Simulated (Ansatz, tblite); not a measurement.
Forces on Si4O4 at its B3LYP-D4/def2-SVP geometry. Total charge 0; singlet.

The xTB rows come from tblite. The restricted singlet is unstable towards broken spin symmetry in Hartree–Fock (as tested in another run); at CAM-B3LYP-D4/def2-TZVP this wasn't settled. The structure comes from a short search, and lower isomers may exist.

GFN1-xTB (tblite), largest force 0.52 eV/Å:

```xyz
8
positions Å, forces eV/Å
Si    1.445   -0.910   -1.462    0.011    0.367    0.365
Si   -2.095    0.030    0.813    0.445    0.249    0.089
Si   -0.221    1.924   -1.141   -0.158   -0.490   -0.049
Si    0.871   -1.045    1.789   -0.296   -0.126   -0.405
O     1.400   -1.181    0.198    0.216   -0.182    0.031
O    -1.400    1.181   -0.198   -0.216    0.183   -0.030
O     0.742    0.615   -1.576    0.110    0.092   -0.236
O    -0.741   -0.614    1.576   -0.111   -0.092    0.236
```

GFN2-xTB (tblite), largest force 1.88 eV/Å:

```
Si -0.764 1.054 1.350
Si 1.814 0.366 -0.302
Si -0.124 -1.791 0.541
Si -0.925 0.371 -1.589
O -0.125 0.106 -0.017
O 0.125 -0.105 0.018
O -0.071 -0.058 0.148
O 0.070 0.058 -0.149
```

CAM-B3LYP-D4/def2-TZVP (Ansatz), largest force 1.21 eV/Å:

```
Si -0.426 0.713 0.879
Si 1.166 0.288 -0.141
Si -0.122 -1.168 0.289
Si -0.617 0.168 -1.027
O -0.176 0.149 -0.025
O 0.176 -0.149 0.025
O -0.096 -0.079 0.201
O 0.095 0.078 -0.202
```
